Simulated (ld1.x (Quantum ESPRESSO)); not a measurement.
**Os: excitation energies, all-electron against TM**

Os (Z = 76), norm-conserving Troullier–Martins (Kleinman–Bylander form), made with ld1.x (Quantum ESPRESSO) 7.5 (PBE, scalar-relativistic). Core [Xe] 4f14, reference 5d6 6s1 6p0 (charge +1). Waves: 6s (bound): rc 2.25 bohr; 6p (bound, empty): rc 2.70 bohr; 5d (bound): rc 1.62 bohr. Local part: all-electron potential smoothed inside 2.65 bohr (lloc = -2). Core correction: a·sin(br)/r model core inside 2.00 bohr.

Energies are relative to the spin-unpolarised reference configuration 5d6 6s1 6p0; without spin polarisation the order of configurations can differ from experiment.

```csv
valence configuration,charge,ΔE all-electron (eV),error AE − PS (meV)
5d6 6s2 6p0,0,-9.577,-2.2
5d6 6s0 6p0,+2,16.915,-17
5d5 6s0 6p0,+3,45.761,-132
5d6 6s0 6p1,+1,6.145,-5.4
5d5 6s2 6p0,+1,1.501,-68
```

Question: What are ΔE and the potential's error for 5d5 6s2 6p1?

Answer: ΔE = -3.472 eV all-electron; the error (AE − PS) is -103 meV.

Question: What are ΔE and the potential's error for 5d4 6s0 6p0?

Answer: ΔE = 87.240 eV all-electron; the error (AE − PS) is -521 meV.
